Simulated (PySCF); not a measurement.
SnF3, SMILES [F][Sn+]([F])[F], charge +1.

Coordinates come from a B3LYP-D3(BJ)/def2-SVP optimisation. The multiplicity is an assumed one; other spin states were not compared. The isomer is the one that the SMILES or the coordinates give; other isomers of the formula were not compared. The def2 effective core potentials stand for the cores of Sn; spin–orbit coupling is left out.

Method: PySCF with TDA-PBE/def2-SVPD.

Vertical excitations; the highest root listed may be one member of a degenerate set. Isolated molecule, no solvent. State labels are in the subgroup C2v.

### Question
Estimate the UV-visible absorptions. (An estimate is asked for; the answer gives what the named calculation found.)

### Answer

```tsv
state	symmetry	energy (eV)	λ (nm)	f	main pairs
S1	B1	4.15	299	0.000	HOMO→LUMO 100 %
S2	B2	4.27	290	0.000	HOMO−3→LUMO (degenerate set)
S3	A2	4.27	290	0.000	HOMO−4→LUMO (degenerate set)
S4	B1	4.40	282	0.017	HOMO−1→LUMO (degenerate set)
S5	A1	4.40	282	0.017	HOMO−2→LUMO (degenerate set)
S6	B2	4.95	250	0.028	HOMO−5→LUMO 99 %
S7	A1	6.52	190	0.018	HOMO−3→LUMO+1, HOMO−7→LUMO (degenerate set)
S8	B1	6.52	190	0.018	HOMO−4→LUMO+1, HOMO−6→LUMO (degenerate set)
S9	A2	6.63	187	0.000	HOMO→LUMO+1 100 %
S10	A2	6.74	184	0.000	HOMO−1→LUMO+1 100 %
T1	B1	3.70	335	0	HOMO→LUMO 100 %
T2	A1	3.76	329	0	HOMO−2→LUMO (degenerate set)
T3	B1	3.76	329	0	HOMO−1→LUMO (degenerate set)
T4	B2	3.82	324	0	HOMO−3→LUMO 100 %
```
Triplets are in the Tamm–Dancoff approximation.
